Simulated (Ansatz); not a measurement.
Relaxation of H$_{4}$NSn (6 atoms, charge 0, multiplicity 2), to a largest force component of 0.02 eV/Å in at most 40 steps.

Theory: UHF/def2-SVP in Ansatz.

```xyz
6
Properties=species:S:1:pos:R:3:forces:R:3
N -0.019 -1.413 0.455 0.03 -2.88 0.97
Sn -0.147 0.400 -0.225 0.30 2.27 -0.56
H 0.732 -1.738 1.044 0.14 0.15 0.04
H -1.534 0.441 -1.105 -0.93 0.06 -0.60
H 1.170 0.787 -1.185 0.52 0.05 -0.40
H -0.202 1.523 1.017 -0.07 0.36 0.54
```

**Question.** Where does it end, and by what steps?

**Answer.** The run converged. After 4 steps the energy has fallen by 0.267 eV; N1 moved furthest, 0.11 Å.

```tsv
step	energy less start (eV)	largest force component (eV/Å)	accepted
0	0.0000	2.884	yes
1	-0.2196	0.501	yes
2	-0.2627	0.187	yes
3	-0.2667	0.061	yes
4	-0.2668	0.007	yes
```

```xyz
6
Properties=species:S:1:pos:R:3
N -0.035 -1.523 0.480
Sn -0.160 0.423 -0.242
H 0.790 -1.659 1.056
H -1.591 0.508 -1.162
H 1.212 0.744 -1.212
H -0.216 1.507 1.080
```

Whether the end is a true minimum wasn't checked by a vibrational analysis.

The run took 10 s on 1 thread of Arm Neoverse V1, with other jobs on the host, peak memory 0.12 GiB.
